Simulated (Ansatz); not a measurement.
Na₆Zr, relaxed as a singlet with RKS PBE-D4/def2-SVP in Ansatz, starting from the GFN1-xTB geometry. Force threshold 0.02 eV/Å.

In the def2 sets Zr takes a core potential; there is no spin–orbit coupling. The restricted singlet is unstable towards broken spin symmetry in Hartree–Fock (as tested in another run); at PBE-D4/def2-SVP this wasn't settled. The relaxation made no stability test and no search for a lower SCF solution. No other spin state of charge 0 was run. Another isomer (quintet) lies 1.31 eV lower at PBE0-D4/def2-TZVP; other spin states weren't run for this one.

Start:

| atom | x (Å) | y (Å) | z (Å) |
| --- | --- | --- | --- |
| Zr1 | 0.000 | 0.000 | 0.000 |
| Na2 | -0.097 | 1.698 | 0.522 |
| Na3 | -0.003 | -1.327 | 1.218 |
| Na4 | 0.097 | -1.698 | -0.522 |
| Na5 | 0.100 | -0.375 | -1.737 |
| Na6 | 0.003 | 1.327 | -1.218 |
| Na7 | -0.100 | 0.375 | 1.737 |

Estimate the energy that the relaxation releases and the steps that it takes.

1105.8 kcal/mol, in 17 steps; 55 s on 4 threads of Intel Xeon 6975P-C on a shared host. The force fell under the threshold at step 15, but the optimiser went on. No frequencies were taken in this run, so the end may be a saddle point.

Does the start keep its bonding and symmetry?

Bonds lost: Na2–Na3, Na2–Na4, Na2–Na5, Na3–Na5, Na3–Na6, Na4–Na6, Na4–Na7, Na5–Na7 (atoms count from 1). Point group D2h at the start, D3d at the end, both within 0.05 Å.

Predict the relaxed structure.


```xyz
7

Zr   -0.0120   -0.0007   -0.0007
Na    0.4043    3.1979    1.0242
Na    0.5769   -2.4292    2.2813
Na   -0.3864   -3.2061   -1.0251
Na    0.7648   -0.6938   -3.2205
Na   -0.5752    2.4357   -2.2837
Na   -0.7724    0.6960    3.2246
```
Bond lengths (bridged metal pairs left out): 6 × Na–Zr 3.38 to 3.39 Å; 6 × Na–Na 3.53 Å.
